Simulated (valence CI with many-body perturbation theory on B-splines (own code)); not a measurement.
# E1 line list for Re LXI

Method: relativistic CI+MBPT: five valence electrons over a frozen Dirac-Fock core [Ne], a basis of 9 s, 9 p, 8 d, 6 f, 3 g, 1 h functions for each j, with the one-electron correlation potential Σ1, the two-electron term Σ2, the three-electron term Σ3, Breit, model QED; selected CI, second order for the rest (own B-spline code, finite nucleus).

No measured spectrum was set against this ion. As an estimate, large intervals hold to a few tenths of a per cent, small ones and those within an open d or f shell to about a per cent. Among the levels kept, up to 600 cm⁻¹ of a level comes from second order outside the variational space, and about a tenth of that is noise between levels of different J, which matters for small intervals.

Lines 51 to 100 of 222 in falling wavelength, among levels below 71.603 Ry, chosen from the strongest by gf and those to the six lowest levels. Wavelengths and rates use the calculated energies. Electric multipoles are in the length gauge, E1 and E2 with the static RPA response of the core. Weak lines are less certain than strong ones. Lines between different terms over intervals too small for the method are left out, as are lines whose strength nearly cancels. The highest levels of a list are the least certain.

Levels are named by their leading jj configuration (3d3/2^4 stands for four electrons in 3d with j = 3/2), which in mixed levels can hold well under half, so a name can repeat and another be missing. Letters in brackets count levels of one name in rising energy.

```csv
λ vac (nm),Upper,Lower,A (s⁻¹),S (a.u.)
6.222,(3s 3p1/2^2 3p3/2 3d3/2) J=5/2 [a],(3s 3p1/2^2 3p3/2^2) J=3/2,9.77e+09,6.97e-03
6.221,(3s 3p1/2^2 3p3/2 3d3/2) J=3/2 [a],(3s 3p1/2^2 3p3/2^2) J=1/2,3.90e+09,1.86e-03
6.166,(3s 3p1/2 3p3/2^3) J=3/2 [b],(3s^2 3p3/2^3) J=3/2,2.50e+10,1.15e-02
6.155,(3s 3p1/2^2 3p3/2 3d3/2) J=3/2 [a],(3s 3p1/2^2 3p3/2^2) J=3/2,5.80e+09,2.67e-03
6.150,(3s 3p1/2^2 3p3/2 3d3/2) J=1/2 [a],(3s 3p1/2^2 3p3/2^2) J=1/2,6.24e+09,1.43e-03
6.146,(3s 3p1/2^2 3p3/2 3d5/2) J=7/2 [a],(3s^2 3p1/2 3p3/2 3d5/2) J=7/2 [a],4.25e+09,3.90e-03
6.124,(3s 3p1/2^2 3p3/2 3d3/2) J=3/2 [b],(3s^2 3p1/2 3p3/2 3d3/2) J=3/2 [a],8.54e+09,3.87e-03
6.119,(3s 3p1/2^2 3p3/2 3d5/2) J=7/2 [b],(3s^2 3p1/2 3p3/2 3d5/2) J=5/2 [a],1.26e+09,1.14e-03
6.115,(3s 3p1/2^2 3p3/2 3d3/2) J=3/2 [b],(3s^2 3p1/2 3p3/2 3d3/2) J=1/2 [a],9.31e+09,4.20e-03
6.059,(3s 3p1/2^2 3p3/2 3d3/2) J=5/2 [b],(3s^2 3p1/2 3p3/2 3d3/2) J=7/2,5.02e+10,3.31e-02
6.036,(3s^2 3p1/2 3d3/2^2) J=5/2,(3s^2 3p1/2 3p3/2 3d3/2) J=5/2 [b],9.64e+09,6.28e-03
6.021,(3s 3p1/2^2 3p3/2 3d5/2) J=7/2 [b],(3s^2 3p1/2 3p3/2 3d5/2) J=9/2,4.09e+10,3.53e-02
6.014,(3s 3p1/2^2 3p3/2 3d3/2) J=3/2 [b],(3s^2 3p1/2 3p3/2 3d3/2) J=5/2 [a],2.67e+10,1.15e-02
5.996,(3s^2 3p1/2 3p3/2 3d3/2) J=1/2 [a],(3s^2 3p1/2 3p3/2^2) J=1/2,3.48e+09,7.41e-04
5.988,(3s^2 3p1/2 3p3/2 3d3/2) J=3/2 [a],(3s^2 3p1/2 3p3/2^2) J=1/2,2.58e+09,1.10e-03
5.984,(3s^2 3p1/2 3d3/2 3d5/2) J=5/2,(3s^2 3p1/2 3p3/2 3d5/2) J=3/2 [b],3.29e+09,2.09e-03
5.952,(3s 3p1/2^2 3p3/2^2) J=3/2,(3s^2 3p1/2 3p3/2^2) J=3/2,1.68e+10,6.98e-03
5.907,(3s^2 3p1/2 3d3/2 3d5/2) J=3/2,(3s^2 3p1/2 3p3/2 3d5/2) J=1/2,5.33e+09,2.17e-03
5.891,(3s 3p1/2^2 3p3/2^2) J=1/2,(3s^2 3p1/2 3p3/2^2) J=3/2,3.34e+08,6.74e-05
5.852,(3s^2 3p1/2 3d3/2 3d5/2) J=7/2,(3s^2 3p1/2 3p3/2 3d5/2) J=7/2 [b],6.52e+09,5.16e-03
5.812,(3s^2 3p1/2 3d3/2 3d5/2) J=7/2,(3s^2 3p1/2 3p3/2 3d5/2) J=5/2 [b],2.61e+09,2.02e-03
5.808,(3s 3p1/2^2 3p3/2 3d3/2) J=5/2 [b],(3s^2 3p1/2 3p3/2 3d3/2) J=3/2 [a],5.66e+09,3.28e-03
5.740,(3s^2 3p1/2 3d3/2 3d5/2) J=5/2,(3s^2 3p1/2 3p3/2 3d5/2) J=7/2 [b],4.96e+09,2.78e-03
5.685,(3s 3p1/2^2 3p3/2 3d3/2) J=1/2 [b],(3s^2 3p1/2 3p3/2 3d3/2) J=3/2 [a],5.26e+10,9.55e-03
5.678,(3s 3p1/2^2 3p3/2 3d3/2) J=1/2 [b],(3s^2 3p1/2 3p3/2 3d3/2) J=1/2 [a],8.96e+09,1.62e-03
5.661,(3s 3p1/2^2 3p3/2 3d5/2) J=3/2 [b],(3s^2 3p1/2 3p3/2 3d5/2) J=5/2 [a],1.39e+10,4.96e-03
5.661,(3s^2 3p1/2 3p3/2 3d3/2) J=5/2 [a],(3s^2 3p1/2 3p3/2^2) J=5/2,6.82e+09,3.66e-03
5.660,(3s 3p1/2^2 3p3/2 3d5/2) J=7/2 [b],(3s^2 3p1/2 3p3/2 3d5/2) J=7/2 [a],1.97e+10,1.41e-02
5.624,(3s 3p1/2^2 3p3/2 3d5/2) J=5/2 [b],(3s^2 3p1/2 3p3/2 3d5/2) J=3/2 [a],8.45e+09,4.45e-03
5.567,(3s^2 3p1/2 3p3/2 3d3/2) J=3/2 [a],(3s^2 3p1/2 3p3/2^2) J=5/2,1.86e+10,6.34e-03
5.534,(3s^2 3p1/2 3d3/2 3d5/2) J=3/2,(3s^2 3p1/2 3p3/2 3d5/2) J=5/2 [b],3.89e+09,1.30e-03
5.479,(3s^2 3p1/2 3d3/2 3d5/2) J=9/2,(3s^2 3p1/2 3p3/2 3d5/2) J=7/2 [b],3.69e+09,2.99e-03
5.470,(3s 3p1/2^2 3p3/2 3d3/2) J=3/2 [b],(3s 3p1/2^2 3p3/2^2) J=1/2,5.94e+09,1.92e-03
5.418,(3s 3p1/2^2 3p3/2 3d3/2) J=3/2 [b],(3s 3p1/2^2 3p3/2^2) J=3/2,1.49e+10,4.67e-03
5.406,(3s 3p1/2^2 3p3/2 3d3/2) J=5/2 [a],(3s 3p1/2^2 3p3/2^2) J=5/2,6.83e+09,3.20e-03
5.368,(3s^2 3p1/2 3p3/2 3d3/2) J=5/2 [a],(3s^2 3p1/2 3p3/2^2) J=3/2,1.91e+07,8.76e-06
5.355,(3s^2 3p1/2 3p3/2 3d3/2) J=7/2,(3s^2 3p1/2 3p3/2^2) J=5/2,1.34e+09,8.12e-04
5.355,(3s 3p1/2^2 3p3/2 3d3/2) J=3/2 [a],(3s 3p1/2^2 3p3/2^2) J=5/2,1.77e+10,5.37e-03
5.307,(3s^2 3p1/2 3d3/2 3d5/2) J=7/2,(3s^2 3p1/2 3p3/2 3d5/2) J=5/2 [a],4.15e+09,2.45e-03
5.306,(3s^2 3p1/2^2 3d3/2) J=3/2,(3s^2 3p1/2^2 3p3/2) J=3/2,1.30e+10,3.84e-03
5.290,(3s^2 3p1/2 3p3/2 3d3/2) J=1/2 [a],(3s^2 3p1/2 3p3/2^2) J=3/2,5.19e+09,7.59e-04
5.283,(3s^2 3p1/2 3p3/2 3d3/2) J=3/2 [a],(3s^2 3p1/2 3p3/2^2) J=3/2,8.92e+08,2.60e-04
5.213,(3s^2 3p1/2 3d3/2^2) J=1/2,(3s^2 3p1/2 3p3/2 3d3/2) J=1/2 [b],1.70e+10,2.38e-03
5.161,(3s 3p1/2^2 3p3/2 3d3/2) J=7/2,(3s 3p1/2^2 3p3/2^2) J=5/2,4.21e+09,2.28e-03
5.104,(3s^2 3p1/2 3d3/2^2) J=3/2,(3s^2 3p1/2 3p3/2 3d3/2) J=3/2 [b],3.51e+09,9.21e-04
5.074,(3s^2 3p1/2 3d3/2 3d5/2) J=3/2,(3s^2 3p1/2 3p3/2 3d5/2) J=5/2 [a],3.33e+09,8.60e-04
5.071,(3s^2 3p1/2 3d3/2^2) J=5/2,(3s^2 3p1/2 3p3/2 3d3/2) J=3/2 [a],3.01e+09,1.16e-03
5.030,(3s 3p1/2^2 3p3/2 3d5/2) J=3/2 [a],(3s^2 3p1/2 3p3/2 3d3/2) J=5/2 [b],4.77e+09,1.20e-03
4.995,(3s^2 3p1/2 3d3/2^2) J=5/2,(3s^2 3p1/2 3p3/2 3d3/2) J=5/2 [a],8.07e+09,2.98e-03
4.958,(3s^2 3p1/2 3d3/2 3d5/2) J=7/2,(3s^2 3p1/2 3p3/2 3d5/2) J=7/2 [a],2.87e+09,1.38e-03
```
